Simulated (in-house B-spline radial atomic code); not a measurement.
Kr III (Kr2+): [Ar] 3d10 4s1 4p4 4d1 (an excited or competing configuration)

Computed with a radial B-spline atomic code at the basis-set limit: non-relativistic revTPSS, spin-polarised, spherical fractional occupations, point nucleus.

Screening seen three ways: the hydrogenic charge with the same mean radius, Z_r = [3n² - l(l+1)]/(2<r>), the one with the same energy, Z_e = n√(-2ε), and Slater's rules. Values are occupation-weighted means over spin.

```tsv
shell	electrons	ε (eV)	<r> (bohr)	Z_r	Z_e	Slater
1s	2	-13952	0.04242	35.36	32.02	35.70
2s	2	-1840.1	0.1876	31.98	23.26	31.85
2p	6	-1664.7	0.1619	30.88	22.12	31.85
3s	2	-286.19	0.5406	24.97	13.76	24.75
3p	6	-223.89	0.5448	22.94	12.17	24.75
3d	10	-113.19	0.5516	19.04	8.65	14.85
4s	1	-50.007	1.509	15.91	7.67	9.30
4p	4	-34.154	1.704	13.50	6.34	9.30
4d	1	-14.75	2.443	8.60	4.16	3.00
```

The least bound orbital is 4d up at -14.75 eV, and it is also the most diffuse (<r> = 2.443 bohr).
